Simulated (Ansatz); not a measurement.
Sn₄Cl₄, relaxed as a singlet with RKS PBE0-D4/def2-SVP in Ansatz, starting from the GFN1-xTB geometry. Force threshold 0.02 eV/Å.

In the def2 sets Sn takes a core potential; there is no spin–orbit coupling. The structure comes from a short search, and lower isomers may exist.

Start:

```tsv
atom	x (Å)	y (Å)	z (Å)
Sn1	-1.257	-1.598	-0.891
Sn2	-0.318	1.354	-0.619
Sn3	1.661	-1.054	-1.089
Sn4	-1.739	-0.446	1.770
Cl5	1.832	1.154	-2.376
Cl6	0.437	-2.398	1.009
Cl7	-2.369	1.902	1.219
Cl8	1.753	1.086	0.977
```

Q: Estimate the energy that the relaxation releases and the steps that it takes.

A: 12.2 kcal/mol, in 9 steps; 2 min on 4 threads of Arm Neoverse N1 on a shared host. No frequencies were taken in this run, so the end may be a saddle point.

Q: Does the start keep its bonding?

A: Bonds formed: Sn4–Cl8 (atoms count from 1).

Q: Predict the relaxed structure.

A: 
Cartesian coordinates in Å:
```
Sn -1.1927 -1.7004 -0.9291
Sn -0.5641 1.4037 -0.9457
Sn 1.7730 -1.0004 -1.0111
Sn -1.3421 -0.3490 1.8008
Cl 1.8781 1.2642 -2.2737
Cl 0.3713 -2.6067 1.0191
Cl -2.0568 2.0959 1.2928
Cl 1.1333 0.8927 1.0470
```
Bond lengths (bridged metal pairs left out): 8 × Cl–Sn 2.59 to 2.87 Å; 3 × Sn–Sn 3.05 to 3.17 Å.
